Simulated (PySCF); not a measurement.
Mg(F)(SH) (FHMgS), SMILES [Mg]([SH])[F]. Atoms are numbered in the order given.

```xyz
4

Mg     0.0097    -0.6086     0.0000
F     -0.0110    -2.3632     0.0000
S      0.0780     1.6744     0.0000
H     -1.2640     1.7825     0.0000
```

Geometry optimised at B3LYP-D3(BJ)/def2-TZVP. One conformer was computed; it need not be the lowest.

Calculation: IEF-PCM-B3LYP/def2-SVP (PySCF).

The values are the electrostatic part of the solvation free energy, E(continuum) − E(gas) at the gas-phase geometry, in a cavity of scaled van der Waals radii (PySCF's table); cavitation and dispersion terms are not included. A continuum can't describe solvent molecules that bind to the metal. In vacuum the orbital gap is 5.21 eV. The dipole moment in vacuum is 1.16 D.

Computed values in water (ε = 78.36), methanol (ε = 32.61), diethylether (ε = 4.24):
| solvent | ε | ΔG(elec) (kcal/mol) | dipole (D) | gap (eV) |
|---|---|---|---|---|
| water | 78.36 | -16.7 | 1.11 | 5.68 |
| methanol | 32.61 | -16.2 | 1.11 | 5.66 |
| diethylether | 4.24 | -11.3 | 1.08 | 5.52 |
